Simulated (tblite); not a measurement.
Compound: C₆H₅F₃N (doublet state).
Atom-mapped SMILES: `[CH2:1]=[C:2][C@@H:3]([N:4]=[CH2:5])[C:6]([F:7])=[C:8]([F:9])[F:10]` (hydrogens: H11, H12 on C1; H13 on C3; H14, H15 on C5)

Structure used (GFN2-xTB), in Å, numbered top down from 1:
```
atom  x, y, z in Å
C1     0.814    1.881    0.092
C2     0.542    0.988   -0.805
C3    -0.165   -0.305   -0.917
N4     0.521   -1.439   -0.350
C5     1.754   -1.445   -0.146
C6    -1.528   -0.178   -0.277
F7    -2.554    0.033   -1.119
C8    -1.767   -0.197    1.030
F9    -2.952   -0.043    1.603
F10   -0.824   -0.373    1.947
H11    1.412    2.749   -0.143
H12    0.474    1.843    1.129
H13   -0.346   -0.550   -1.975
H14    2.187   -2.346    0.262
H15    2.426   -0.610   -0.353
```

All values are computed: GFN2-xTB (tblite) harmonic vibrations without scaling, gas phase. The method is semi-empirical: single wavenumbers can be off by several per cent or more. One conformer, not necessarily the lowest. Open shells enter through the occupations alone, without spin polarisation, and single modes of such species can be off by tens of per cent. The optimisation stopped once no atom felt more than 0.01 eV/Å.

Lowest wavenumbers of the output (negative numbers stand for imaginary wavenumbers):
```
mode    cm-1
  1     -35.8
  2      49.1
  3      67.7
  4     106.5
  5     138.9
  6     188.4
  7     219.4
  8     238.0
  9     295.7
 10     369.5
 11     407.9
 12     443.0
 13     453.3
 14     521.2
 15     560.4
```

Task: Is this structure a minimum?

Result: Not by this Hessian. 1 mode is imaginary beyond 20i (36i cm⁻¹), so at this level the point lies at or near a first-order saddle. The curvature is small, so loose convergence or finite differences may be the whole cause.

Task: Which atoms move in the imaginary mode?

Result: 36i: C1 (carbon bonded to C and 2 H) 40 %, H12 (hydrogen on carbon) 32 %. These are shares of the mass-weighted motion.

Task: What is the remedy?

Result: Step along that mode in both directions, optimise again with tighter thresholds and repeat the frequencies. The zero-point energy of this point (58.2 kcal/mol) counts the 38 real modes alone, and thermal corrections from it aren't those of a minimum.

On one thread of an Arm Neoverse V1, shared host, this took 0.52 s. This covers the Hessian and the dipole derivatives.
